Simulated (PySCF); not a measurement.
C3H6, SMILES C1CC1. Atoms are numbered in the order given.

```xyz
9

C      0.8643     0.0000     0.0000
C     -0.4322    -0.7485     0.0000
C     -0.4322     0.7485     0.0000
H      1.4516     0.0000     0.9097
H      1.4516     0.0000    -0.9097
H     -0.7258    -1.2571    -0.9097
H     -0.7258    -1.2571     0.9097
H     -0.7258     1.2571     0.9097
H     -0.7258     1.2571    -0.9097
```
Charge 0, spin multiplicity 1.

The structure is a stationary point at PBE0-D3(BJ)/def2-TZVP.

Level of theory: PBE/pcSseg-1 run with PySCF.

GIAO shieldings, no solvent; atoms alike by connectivity are averaged. δ = σ(ref) − σ: ¹³C against TMS (σ = 182.0 ppm); ¹H against TMS (σ = 31.49 ppm), references at their B3LYP-D3(BJ)/def2-TZVP geometries, non-relativistic.

Computed chemical shifts:
```tsv
nucleus	atoms	count	δ (ppm)
¹³C	C1, C2, C3	3	-0.7
¹H	H4, H5, H6, H7, H8, H9	6	0.20
```
